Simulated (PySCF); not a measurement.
Working with the constants of GaF⁺

UHF-CCSD constants of GaF⁺, ²Σ⁺ (doublet), unpaired electrons σ ↑ (basis Ga aug-pcseg-1, F aug-pcseg-1; no relativity; PySCF 2.14; masses 68.9256 and 18.9984 u):

```
ωe              : 735.3 cm⁻¹
ωexe            : 6.15 cm⁻¹
Be              : 0.38231 cm⁻¹
αe              : 0.00304 cm⁻¹
D (centrifugal) : 4.13e-07 cm⁻¹
De to Ga⁺ + F   : 1.49 eV
```

(1) Give the vibrational terms G(v) and spacings up to v = 6.

(2) How well does the Morse estimate ωe²/(4ωexe) reproduce De, and what is D0?

Correlated steps freeze 10 core orbitals. Correlated levels converge slowly with the basis: in double zeta they bind strong bonds too weakly, by up to about 1 eV, and carry superposition errors of some tenths. Spin–orbit coupling is left out. For an ion De counts to the pair picked by the measured ionisation energies or electron affinities, which need not be the lowest pair at this level. The state is the lowest determinant that a PBE0 search found; another state may lie lower at other levels.

Answers

(1) G(v) = ωe(v+½) − ωexe(v+½)².

```
v  G(v) (cm⁻¹)  G(v) − G(v−1)  Bv (cm⁻¹)
0        366.1                    0.3808
1       1089.1          723.0     0.3777
2       1799.8          710.7     0.3747
3       2498.2          698.4     0.3717
4       3184.3          686.1     0.3686
5       3858.1          673.8     0.3656
6       4519.6          661.5     0.3625
```

(2) It gives 2.72 eV, 183 % of the computed De. D0 = De − G(0) = 1.49 − 0.05 = 1.44 eV.
